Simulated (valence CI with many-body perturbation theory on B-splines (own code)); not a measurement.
**Energy levels of Tm XX**

Level of theory: configuration interaction combined with many-body perturbation theory (CI+MBPT): four valence electrons over a frozen Dirac-Fock core [Kr] 4d10, radial functions for each j: 7 s, 7 p, 7 d, 7 f, 4 g, 2 h, with the one-electron correlation potential Σ1, the two-electron term Σ2, the three-electron term Σ3, Breit, model QED; selected CI, second order for the rest, scaled by the run's own slope (own B-spline code, finite nucleus).

No measured levels were compared; by estimate terms of the open shell hold to a few per cent of their energy, and close levels can change places.

Levels 1 to 45 of 196, with energies above the lowest level, 4f4 5I_4. "Leading %" is the weight of the configuration and term that name the level; weights of strongly mixed levels are sums over their largest components and can fall short. In the jj column 3d3/2^4 stands for four electrons in 3d with j = 3/2. Lifetimes count E1, E2, E3, M1 and M2 decay at the calculated energies, and are blank where another channel may lead or the interval is too uncertain; long ones can be off by a factor of two.

```
No.  Configuration  Term   J  E (cm⁻¹)  Leading %              Leading jj  Lifetime      g
  1            4f4    5I   4       0.0         90          4f5/2^4 (47 %)            0.619
  2            4f4    5I   5      7110         95    4f5/2^3 4f7/2 (72 %)   47.8 ms  0.904
  3            4f4    5I   6     13953         95  4f5/2^2 4f7/2^2 (67 %)   42.9 ms  1.064
  4            4f4    5I   7     20304         90  4f5/2^2 4f7/2^2 (48 %)   62.5 ms  1.160
  5            4f4    5I   8     26185         81  4f5/2^2 4f7/2^2 (40 %)    134 ms  1.221
  6            4f4    5F   2     29599         65          4f5/2^4 (52 %)     208 s  1.013
  7            4f4    5F   1     29948         87    4f5/2^3 4f7/2 (82 %)     308 s  0.070
  8            4f4    5F   4     34453         27    4f5/2^3 4f7/2 (44 %)   11.6 ms  1.082
  9            4f4    5F   3     34564         82    4f5/2^3 4f7/2 (68 %)    150 ms  1.205
 10            4f4    5S   2     36795         74    4f5/2^3 4f7/2 (46 %)    324 ms  1.813
 11            4f4    3K   6     39636         93  4f5/2^2 4f7/2^2 (50 %)   9.43 ms  0.868
 12            4f4    5G   2     39698         74    4f5/2^3 4f7/2 (61 %)    105 ms  0.472
 13            4f4    5G   3     41592         61    4f5/2^3 4f7/2 (91 %)   44.4 ms  0.894
 14            4f4    5F   5     42715         57  4f5/2^2 4f7/2^2 (51 %)   27.0 ms  1.290
 15            4f4    5F   4     42723         62  4f5/2^2 4f7/2^2 (71 %)   10.1 ms  1.179
 16            4f4    3K   7     42915         49    4f5/2^3 4f7/2 (60 %)   9.29 ms  0.973
 17            4f4    3L   8     46963         24    4f5/2^3 4f7/2 (70 %)   11.8 ms  1.035
 18            4f4    3H   5     50969         34  4f5/2^2 4f7/2^2 (44 %)   9.76 ms  1.211
 19            4f4    5G   4     51286         70  4f5/2^2 4f7/2^2 (77 %)   7.56 ms  1.055
 20            4f4    3G   3     53302         62  4f5/2^2 4f7/2^2 (79 %)   11.0 ms  0.840
 21            4f4    3D   2     53415         40  4f5/2^2 4f7/2^2 (57 %)   7.60 ms  1.175
 22            4f4    3P   1     57602         56  4f5/2^2 4f7/2^2 (79 %)   9.20 ms  1.028
 23            4f4    5G   5     58609         60  4f5/2^2 4f7/2^2 (50 %)   10.3 ms  1.167
 24            4f4    3L   7     58832         57    4f5/2 4f7/2^3 (52 %)   6.32 ms  0.939
 25            4f4    5G   6     59675         60  4f5/2^2 4f7/2^2 (50 %)   13.9 ms  1.257
 26            4f4    3L   8     60477         44  4f5/2^2 4f7/2^2 (84 %)   16.0 ms  0.985
 27            4f4    1D   2     60830         41  4f5/2^2 4f7/2^2 (50 %)   9.18 ms  1.010
 28            4f4    3L   9     61596         51  4f5/2^2 4f7/2^2 (92 %)   20.0 ms  1.060
 29            4f4    3K   8     61727         37  4f5/2^2 4f7/2^2 (61 %)   8.91 ms  1.023
 30            4f4    3P   0     62321        100  4f5/2^2 4f7/2^2 (88 %)   65.3 ms       
 31            4f4    3D   3     62667         63  4f5/2^2 4f7/2^2 (75 %)   15.8 ms  1.270
 32            4f4    3F   4     62993         54  4f5/2^2 4f7/2^2 (57 %)   6.60 ms  1.171
 33            4f4    3I   5     64972         64    4f5/2^3 4f7/2 (56 %)   9.91 ms  0.902
 34            4f4    3H   6     65431         51  4f5/2^2 4f7/2^2 (43 %)   21.5 ms  1.194
 35            4f4    3G   4     66770         65    4f5/2 4f7/2^3 (61 %)   7.37 ms  1.070
 36            4f4    5D   0     68257         87  4f5/2^2 4f7/2^2 (50 %)    123 ms       
 37            4f4    3F   2     68527         63  4f5/2^2 4f7/2^2 (80 %)   4.10 ms  0.715
 38            4f4    5D   1     70929         74    4f5/2^3 4f7/2 (62 %)   30.8 ms  1.421
 39            4f4    3I   6     72079         64  4f5/2^2 4f7/2^2 (49 %)   7.77 ms  1.055
 40            4f4    3I   7     72783         81  4f5/2^2 4f7/2^2 (64 %)   12.7 ms  1.114
 41            4f4    3M  10     73302         94  4f5/2^2 4f7/2^2 (52 %)   55.9 ms  1.092
 42            4f4    3P   2     73365         34    4f5/2 4f7/2^3 (52 %)   9.83 ms  1.280
 43            4f4    3D   1     73779         46    4f5/2 4f7/2^3 (83 %)   5.91 ms  0.972
 44            4f4    3G   5     74423         58    4f5/2 4f7/2^3 (51 %)   6.96 ms  1.139
 45            4f4    3M   9     74511         51    4f5/2 4f7/2^3 (92 %)   15.6 ms  1.058
```

Names give the largest LS component (configuration and term), which can be under half, so a name can repeat, a term be missing and a line seem to break the LS rules; names also repeat where a configuration has a term twice.

Where two levels of one J and parity lie close, their mixing, g and order are uncertain.

The ionisation energy to 4f3 4I°_9/2 of the next ion comes out as 484.54 eV (NIST: 496 ± 25 eV (theoretical)). All 196 levels together are meant to be complete up to 627450 cm⁻¹.
